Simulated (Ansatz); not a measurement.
C2H8AlNO, singlet, geometry from GFN2-xTB (such geometries of metal compounds can be far from the true shape); MP2/pcseg-2 (Ansatz, an electronic-structure program).

Here is a job for Ansatz.
Ansatz 0.2 input:
```yaml
crystal:
  periodic: [false, false, false]
  atoms:
    - {symbol: Al, position_ang: [0.06172742, 0.27104849, 0.42471886]}
    - {symbol: C, position_ang: [1.42836795, -0.44828952, 1.68368772]}
    - {symbol: H, position_ang: [1.27736239, -1.51041480, 1.88441586]}
    - {symbol: H, position_ang: [1.40209101, 0.08052059, 2.63566101]}
    - {symbol: H, position_ang: [2.43776748, -0.34680051, 1.28125741]}
    - {symbol: O, position_ang: [-0.21788296, -0.55096033, -0.98259252]}
    - {symbol: C, position_ang: [-0.47293084, -1.22112200, -2.17733969]}
    - {symbol: H, position_ang: [-0.32958281, -0.54781323, -3.02700184]}
    - {symbol: H, position_ang: [0.20550455, -2.07210551, -2.28538840]}
    - {symbol: H, position_ang: [-1.50265127, -1.58893428, -2.19186762]}
    - {symbol: N, position_ang: [-0.85409606, 1.76584406, 0.75563308]}
    - {symbol: H, position_ang: [-0.76246358, 2.34640603, 1.57584883]}
    - {symbol: H, position_ang: [-1.54137064, 2.17875445, 0.13894994]}
basis:
  gaussian:
    orbitals: pcseg-2
magnetization: {spin_polarized: false}
correlation: {method: mp2}
```

The log (banner, timings and long lists left out):

```
Functional definition: HF
1567 factors; integrals over basis functions are off by at most 1.1e-3 eV
mean field evaluation 1: about -12287.7396 eV, gradient 5.5e1 eV
mean field evaluation 2: about -12287.9491 eV, gradient 5.6e1 eV
mean field evaluation 4: about -12294.0944 eV, gradient 4.5e0 eV
mean field evaluation 8: about -12294.1771 eV, gradient 3.4e-1 eV
mean field -12294.17761904 eV, -451.8026942068 hartree, gradient 3.3e-6 eV, S^2 0.000000; 0 other end points of the search recorded, 0 dependent functions left out
9 core orbitals not correlated
reference -12294.17761904 eV, -451.8026942068 hartree; 15, 15 occupied and 242, 242 virtual orbitals, 1567 factors
second order -23.75370953 eV of doubles, -0.00000000 eV of singles
Total energy: -12317.93132857 eV, -452.6756269313 hartree
```
